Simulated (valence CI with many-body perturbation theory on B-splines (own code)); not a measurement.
## Te28+ in brief

Method: relativistic CI+MBPT: six valence electrons over a frozen Dirac-Fock core [Ar], radial functions for each j: 7 s, 7 p, 8 d, 6 f, 4 g, 1 h, with the one-electron correlation potential Σ1, the two-electron term Σ2, the three-electron term Σ3, Breit, model QED; selected CI, second order for the rest, scaled by the run's own slope (own B-spline code, finite nucleus).

No measured spectrum was set against this ion. As an estimate, large intervals hold to a few tenths of a per cent, small ones and those within an open d or f shell to about a per cent. Core correlation moves these levels by up to 10000 cm⁻¹, and in measured spectra 5 to 20 % of such shifts remained as error; rates that hang on mixing are uncertain with them. Among the levels kept, up to 950 cm⁻¹ of a level comes from second order outside the variational space, and about a tenth of that is noise between levels of different J, which matters for small intervals. Only levels of the ground parity were solved; by the run's estimate the other parity begins above the list, which can be wrong where configurations are misplaced.

Levels are named by their leading jj configuration (3d3/2^4 stands for four electrons in 3d with j = 3/2), which in mixed levels can hold well under half, so a name can repeat and another be missing.

Rates and lifetimes use the calculated energies. Strong lines usually hold to 10 to 20 %, long lifetimes can be off by a factor of two.

Problem. What is the ground level?

Solution. (3d3/2^4 3d5/2^2) J=4, composition 67 % 3d6 5D + 25 % 3d6 3F + 4 % 3d6 1G, g = 1.393.

Problem. Name the longest-lived excited levels whose lifetime is computed, and their main decay.

Solution. (3d3/2^4 3d5/2^2) J=2 at 4.377 eV lives 277 s, mostly by E2 to (3d3/2^4 3d5/2^2) J=4; (3d3/2^3 3d5/2^3) J=6 at 16.303 eV lives 156 s, mostly by E2 to (3d3/2^4 3d5/2^2) J=4; (3d3/2^4 3d5/2^2) J=0 at 9.496 eV lives 43.4 s, mostly by E2 to (3d3/2^4 3d5/2^2) J=2.

Problem. What is the ionisation energy?

Solution. 1618.1 eV; NIST lists 1618 ± 4 eV (theoretical).

Problem. How well does LS coupling describe the low levels?

Solution. Among the lowest 20 levels the leading LS term, summed over configurations, holds 55 % on average. For single configurations the figures are 55 % in LS and 70 % in jj coupling. Terms mix most in the J = 4 level at 12.540 eV, where the leading one holds 24 %.
